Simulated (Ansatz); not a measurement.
Reaction (ligand exchange at a B–C bond): `CCB(S)S` + H–F → `FB(S)S` + ethane

Computed with Ansatz on PBE0-D4/def2-TZVP structures; ΔE is electronic, products minus reactants. CBS: MP2 limit from def2 TZ/QZ plus the TZ coupled-cluster correction, frozen cores. This one scheme is used for every species. DFT in def2-TZVPP. B3LYP here is the variant with VWN-RPA as its local correlation; programs differ in this. HSE06 is defined as in plane-wave codes. Each species was taken in one conformer, which may not be the lowest.

```csv
level,ΔE (kJ/mol),difference from CCSD(T)/CBS
B3LYP-D4,-125.9,-14.0
BHLYP-D4,-128.2,-16.3
ωB97M-V,-123.6,-11.7
revPBE,-130.2,-18.3
BLYP,-143.2,-31.3
B3LYP,-139.6,-27.7
r2SCAN0,-126.7,-14.8
HSE06,-123.5,-11.6
CCSD/def2-SVP,-140.5,-28.6
SCS-MP2/def2-TZVPP,-119.8,-7.9
CCSD(T)/CBS,-111.9,0
```

**Question.** What do rigid-rotor, harmonic-oscillator terms from PBE0-D4/def2-TZVP frequencies (298.15 K, 1 bar) make of the CCSD(T)/CBS value? (An estimate is asked.)

**Answer.** Computed: ΔZPE = +4.8 kJ/mol, ΔH = -109.8 kJ/mol, ΔS = 0 J/(mol·K), ΔG = -109.8 kJ/mol. Modes under 50 cm⁻¹ make the entropy rough.

Largest T1 diagnostic among the species: 0.013.

The D4 term adds +13.7 kJ/mol with B3LYP and +7.7 kJ/mol with PBE0; it sums over pairs of atoms, weighted by their polarisabilities, and B3LYP, whose exchange is more repulsive, gets the larger term. In def2-TZVPP, CCSD(T) changes the Hartree–Fock value by +30.7 kJ/mol (the triples alone add +3.9 kJ/mol) and MP2 by +36.7 kJ/mol.
